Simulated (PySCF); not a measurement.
```xyz
11

B      1.8106    -0.1144     0.2109
C      0.4751     0.2437    -0.4934
C     -0.7618    -0.4211     0.0034
C     -1.8688     0.2084     0.3723
H      2.7640     0.5992     0.0888
H      1.9293    -1.1435     0.8123
H      0.7177    -0.1426    -1.5084
H      0.3333     1.3189    -0.6377
H     -0.7174    -1.5053     0.0895
H     -2.7274    -0.3323     0.7523
H     -1.9544     1.2891     0.3100
```

Charge 0, multiplicity 1.

Give the Mulliken and meta-Löwdin atomic charges from PBE-D3(BJ)/def2-TZVP // PBE0-D4/def2-TZVP run with PySCF.


```
atom  Mulliken (e)  meta-Löwdin (e)
----  ------------  ---------------
B1           -0.06             0.01
C2           -0.18            -0.31
C3           -0.09            -0.09
C4           -0.27            -0.29
H5            0.02             0.02
H6            0.02             0.01
H7            0.13             0.16
H8            0.12             0.13
H9            0.10             0.11
H10           0.11             0.12
H11           0.11             0.11
```
